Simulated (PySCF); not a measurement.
## Working out the ionisation energy of Cl⁺

Cl⁺ [Ne] 3s2 3p4 (3P) → Cl²⁺ [Ne] 3s2 3p3 (4S). Calculation: PySCF 2.14, in aug-cc-pwCVDZ (6s5p3d, 36 functions); no relativity, point nucleus. Frozen: nothing. Energies in hartree (1 hartree = 27.21139 eV):

```csv
part,Cl⁺ (lower),Cl²⁺ (upper)
UHF,-459.038793,-458.210800
CCSD correlation,-0.268468,-0.247783
(T),-0.002977,-0.002278
```

Task: What does Hartree-Fock give?

Result: (-458.210800) − (-459.038793) = 0.827993 hartree = 22.531 eV.

Task: What do CCSD and CCSD(T) give?

Result: The CCSD correlation energies differ by 0.020685 hartree = 0.563 eV and the triples by 0.000699 hartree = 0.019 eV, so CCSD gives 23.094 eV and CCSD(T) 23.113 eV.

Measured between the centres of the two terms (NIST): 23.771 eV, so CCSD(T) (all electrons) is off by -0.658 eV.

A double-zeta basis recovers only part of the correlation energy.

What remains against the reference includes basis incompleteness and higher excitations.
